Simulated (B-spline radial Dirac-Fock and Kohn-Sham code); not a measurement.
## Scattering functions of Ge⁺

System: Ge⁺ in the configuration 1s2 2s2 2p6 3s2 3p6 3d10 4s2 4p1.

The computed values come from a radial finite-basis atomic code: Dirac-Fock orbitals of the configuration average with a finite nucleus. f₀ is the Fourier transform of the spherical electron density, S the Waller-Hartree incoherent function, and s = sin θ/λ. The electron scattering factor follows from the Mott-Bethe formula f_e = 0.023934 Å⁻¹·(Z − f₀)/s².

```tsv
s (Å⁻¹)	f₀	S	f_e (Å)
0	31.000	0.000	–
0.05	30.494	0.673	14.420
0.1	29.169	2.222	6.775
0.15	27.432	3.890	4.859
0.2	25.610	5.365	3.824
0.25	23.848	6.683	3.122
0.3	22.175	7.934	2.613
0.35	20.580	9.154	2.231
0.4	19.054	10.334	1.937
0.45	17.598	11.459	1.702
0.5	16.224	12.521	1.510
0.6	13.766	14.455	1.212
0.7	11.742	16.167	0.989
0.8	10.149	17.684	0.817
0.9	8.936	19.014	0.682
1	8.027	20.166	0.574
1.1	7.348	21.155	0.488
1.2	6.830	22.002	0.418
1.4	6.077	23.369	0.317
1.6	5.493	24.437	0.248
1.8	4.961	25.312	0.200
2	4.446	26.049	0.165
2.5	3.286	27.435	0.110
3	2.427	28.332	0.079
3.5	1.876	28.912	0.059
4	1.545	29.310	0.046
5	1.213	29.843	0.029
6	1.030	30.206	0.021
```

f₀ starts at the number of electrons, 31, and has fallen to half at s ≈ 0.53 Å⁻¹. The sum of ⟨r²⟩ over the electrons is 28.50 bohr². For an ion f_e diverges as s goes to zero, because of the net charge.
